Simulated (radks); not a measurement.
Results of a calculation; reference values are marked as such.
These are the eigenvalues of the occupied orbitals of an atom or ion with whole-number occupations (hartree). Level of theory: non-relativistic Kohn-Sham, r2SCAN, spin-polarised, spherical densities, point nucleus; meta-GGA in the generalised Kohn-Sham scheme (a radial shooting solver on a logarithmic mesh with Libxc functionals).

| orbital | eigenvalue |
|---|---|
| 1s up | -10.18090 |
| 1s down | -10.14442 |
| 2s up | -0.57666 |
| 2s down | -0.43865 |
| 2p up | -0.23468 |

Which element is it, and in what charge state? The configuration may be excited. Open shells, if any, are filled with parallel spins first.

Answer. Z = 6, carbon, charge 0: C in [He] 2s2 2p2. The list shows which subshells hold electrons but not how many an open one holds; the 1s level, -10.181 hartree, gives Z - s = 4.5 by -(Z - s)^2/2, which with screening narrows Z to a few neighbours, and the depths of the outer levels then fix element, charge and occupations together.
